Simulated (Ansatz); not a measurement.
Consider the ligand exchange at the Sn–I bond: `[F][Sn]([F])([F])[I]` + H₂S → `[F][Sn]([F])([F])[SH]` + HI.

Computed with Ansatz on PBE0-D4/def2-TZVP structures; ΔE is electronic, products minus reactants. CBS: MP2 limit from def2 TZ/QZ plus the TZ coupled-cluster correction, frozen cores. This one scheme is used for every species. DFT in def2-TZVPP. def2 core potentials past Kr. For I, Sn outer-core shells are correlated without core-valence functions, which leaves a few kJ/mol of doubt a bond. One conformer a species, not always the lowest.

| level | ΔE (eV) |
| --- | --- |
| PBE | 0.40 |
| MP2/CBS(def2) | 0.51 |

(1) What does CCSD(T)/CBS give? (Estimate.)

Largest T1 diagnostic among the species: 0.015.

Answers

(1) Computed: +0.46 eV. The listed levels differ from it by -0.06, 0.05 eV.

At CCSD(T), def2-SVP lies −0.06 eV from the extrapolated value and def2-TZVPP −0.10 eV. From BLYP to BHLYP (50 % exact exchange), in def2-TZVPP and without D4, ΔE moves by +0.04 eV.
